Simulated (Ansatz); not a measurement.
A structure relaxed at PBE0-D4/def2-SVP in Ansatz, charge 0, singlet:

```xyz
6

Ag   -0.3846    2.2928   -0.4680
Ag    2.3065   -0.4573    0.2996
Te   -2.4087    1.0092    0.7806
Te    0.8763    0.3205   -1.9291
Te   -1.0085   -1.0830   -0.3318
Te    0.6189   -2.0823    1.6487
```

(1) Give its formula and point group.

(2) Summarise the bond lengths by kind (pairs closer than 1.2 times the sum of covalent radii, bridged metal pairs left out).

## Answers

(1) the cluster Ag₂Te₄. Point group Cs (tolerance 0.1 Å).

(2) 4 × Ag–Te 2.70 to 2.76 Å; 3 × Te–Te 2.75 to 2.84 Å.

In the def2 sets Ag, Te take a core potential; there is no spin–orbit coupling. Another isomer (singlet) lies 0.66 eV lower at PBE0-D4/def2-TZVP; other spin states weren't run for this one.
